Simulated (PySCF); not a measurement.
# Electric field gradients and quadrupole coupling constants

Species: C5H8NP.
Geometry (PBE0-D3(BJ)/def2-SVP, Å), atoms numbered from 1 in this order:
```
atom  x, y, z in Å
C1    -2.7385   -0.0354    0.0852
N2    -1.3903   -0.4407   -0.2298
P3    -0.0986    0.6525   -0.1854
C4     1.1531    0.0705   -1.3398
C5     2.3443   -0.0402   -0.7022
C6     2.2643    0.1248    0.7467
C7     1.0108    0.3522    1.2121
H8    -2.8852    1.0101   -0.2253
H9    -2.9918   -0.0989    1.1612
H10   -3.4680   -0.6491   -0.4686
H11   -1.1820   -1.4179   -0.0535
H12    1.0052   -0.0076   -2.4180
H13    3.2951   -0.2215   -1.2106
H14    3.1548    0.0818    1.3806
H15    0.7583    0.5301    2.2590
```

Field gradients from the PBE0/pcSseg-1 density (PySCF, non-relativistic), principal values in atomic units, ordered |Vxx| ≤ |Vyy| ≤ |Vzz|:

```csv
atom,Vxx,Vyy,Vzz
N2,0.5481,0.6744,-1.2224
```

Task: Find the asymmetry η = (Vxx − Vyy)/Vzz and the couplings χ = eQV/h (234.96 MHz × Q in barn × V in au), with Q(14N) = 0.02044 b.

Result: 
```
atom                    environment  nucleus     η  χzz (MHz)  χxx (MHz)  χyy (MHz)
  N2  nitrogen bonded to C, P and H      14N  0.10      -5.87       2.63       3.24
```

Task: What is Vzz at N2 in SI units (1 au = 9.71736 × 10²¹ V/m²)?

Result: -1.2224 au = -11.879 × 10²¹ V/m².

Task: And the gradient at the other heavy atoms, for which no coupling is worked out here?

Result: 
```tsv
atom	environment	Vzz (au)	η
C1	N-methyl carbon	0.258	0.12
P3	ring phosphorus	-1.485	0.26
C4	unsaturated ring CH carbon	0.280	0.46
C5	unsaturated ring CH carbon	0.300	0.35
C6	unsaturated ring CH carbon	0.301	0.35
C7	unsaturated ring CH carbon	0.288	0.39
```

Were the hydrogens deuterons (Q(2H) = 0.00286 b), χzz would run from 185 kHz (H9) to 269 kHz (H11).

The structure is a single PBE0-D3(BJ)/def2-SVP conformer in the gas phase; no vibrational or solvent corrections. A larger basis could move these couplings by a tenth or more.
